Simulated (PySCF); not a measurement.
A structure optimised at B3LYP-D3(BJ)/def2-SVP, used in a PySCF frequency run:

```xyz
4

Zr    -0.1741     0.2954     0.0000
O      0.3478     1.9532     0.0000
Cl     0.1230    -0.8072    -2.0991
Cl     0.1230    -0.8072     2.0991
```
Charge 0, spin multiplicity 1.

Q: Write its SMILES, formula and point group.

A: [O]=[Zr]([Cl])[Cl], Cl2OZr, Cs

Q: What are its rotational constants (standard atomic weights)?

A: 4.1786, 1.5885, 1.1819 GHz
